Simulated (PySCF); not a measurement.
CsI (SMILES [I][Cs]), singlet, at a GFN2-xTB geometry (such geometries of metal compounds can be far from the true shape) (core potentials on Cs, I). Base run: PBE/def2-SVP (PySCF).

Here is a job for PySCF.
```python
from pyscf import gto, scf, dft

mol = gto.M(
    atom='''
Cs   -0.000000   -0.000000   -1.639513
I     0.000000    0.000000    1.701381
''',
    basis='def2-svp',
    ecp={'Cs': 'def2-svp', 'I': 'def2-svp'},
    charge=0,
    spin=0,
    verbose=4,
)

mf = dft.RKS(mol)
mf.xc = 'pbe'
mf.kernel()
```

The base run was repeated with changes; each row names its change, and settings that it needs were set with it.

| change | basis functions | E (Eh) | HOMO (eV) | HOMO-LUMO gap (eV) | dipole (D) |
|---|---|---|---|---|---|
| base | 50 | -317.92996 | -4.23 | 2.42 | 11.02 |
| basis = ANO-RCC-VDZP; relativity = spin-free X2C; nucleus = Gaussian (with nucmod='G'; without ecp={'Cs': 'def2-svp', 'I': 'def2-svp'}) | 90 | -14900.46756 | -4.26 | 2.37 | 11.43 |
| basis = Sapporo-DKH3-DZP-2012; relativity = none (without ecp={'Cs': 'def2-svp', 'I': 'def2-svp'}) | 93 | -13947.66457 | -4.75 | 3.47 | 13.23 |
| basis = x2c-SVPall; relativity = spin-free X2C; nucleus = Gaussian (with nucmod='G'; without ecp={'Cs': 'def2-svp', 'I': 'def2-svp'}) | 90 | -14899.84788 | -4.23 | 2.48 | 10.50 |
| basis = Sapporo-DKH3-DZP-2012; relativity = spin-free X2C; nucleus = Gaussian (with nucmod='G'; without ecp={'Cs': 'def2-svp', 'I': 'def2-svp'}) | 93 | -14900.11450 | -4.20 | 2.28 | 12.38 |
| basis = ANO-RCC-VDZP; relativity = none (without ecp={'Cs': 'def2-svp', 'I': 'def2-svp'}) | 90 | -13927.51054 | -4.92 | 3.30 | 12.82 |
| basis = ANO-RCC-VDZP; relativity = spin-free X2C (without ecp={'Cs': 'def2-svp', 'I': 'def2-svp'}) | 90 | -14901.01175 | -4.26 | 2.37 | 11.42 |
| basis = Sapporo-DKH3-DZP-2012; relativity = spin-free X2C (without ecp={'Cs': 'def2-svp', 'I': 'def2-svp'}) | 93 | -14900.59443 | -4.20 | 2.28 | 12.38 |
| basis = x2c-SVPall; relativity = spin-free X2C (without ecp={'Cs': 'def2-svp', 'I': 'def2-svp'}) | 90 | -14900.26924 | -4.23 | 2.48 | 10.50 |
| basis = x2c-SVPall; relativity = none (without ecp={'Cs': 'def2-svp', 'I': 'def2-svp'}) | 90 | -14029.04539 | -5.20 | 4.01 | 11.14 |

Absolute energies of different levels of theory aren't comparable as measures of quality.

Basis sets contracted for a relativistic Hamiltonian are a mismatch without it, so the rows without relativity aren't non-relativistic limits. No row has spin-orbit coupling; sets with core potentials leave out the core electrons.
